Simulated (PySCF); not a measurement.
## Gas-phase thermal properties of SnCl₄

Computed with PySCF (xtb for GFN2) and rigid-rotor harmonic-oscillator thermochemistry at 1 bar. All species are closed-shell singlets. Sn: scalar-relativistic def2 core potential, no spin-orbit coupling. The harmonic model lacks anharmonicity and excited electronic states, which grow with temperature; levels with a mode under 35 cm⁻¹ are left out. Soft modes under 120 cm⁻¹ make the harmonic entropy rough for SnCl₄.

| level | point group | σ | ZPE (kJ/mol) | S°298 (J/mol/K) | Cp298 (J/mol/K) | S°1000 (J/mol/K) | H1000 − H298 (kJ/mol) |
|---|---|---|---|---|---|---|---|
| GFN2-xTB | Td | 12 | 10.0 | 383.5 | 102.0 | 511.4 | 74.5 |
| PBE/def2-SVP | Td | 12 | 12.1 | 372.0 | 99.5 | 498.6 | 73.9 |
| PBE0/def2-TZVP | Td | 12 | 12.8 | 367.9 | 98.6 | 494.1 | 73.7 |
σ: rotational symmetry number. Electronic degeneracy used: 1. Frequencies are unscaled.
